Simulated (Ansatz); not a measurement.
Harmonic frequencies (cm⁻¹) at PBE0-D4/def2-TZVP from Ansatz: 52, 129, 198, 246, 287, 427, 525, 617, 690, 782, 981, 1048, 1111, 1192, 1282, 1393, 1407, 1446, 1479, 1491, 3053, 3116, 3128, 3153.

Each molecule was computed in one conformer, which needn't be the lowest.

(1) Which molecule is it?
A. `[SiH3]C#CS`
B. `C=C1[SiH2]N1C`
C. `CC(Cl)B(F)F`
D. `[BH2][AlH][O][SiH3]`

## Answers

(1) C.
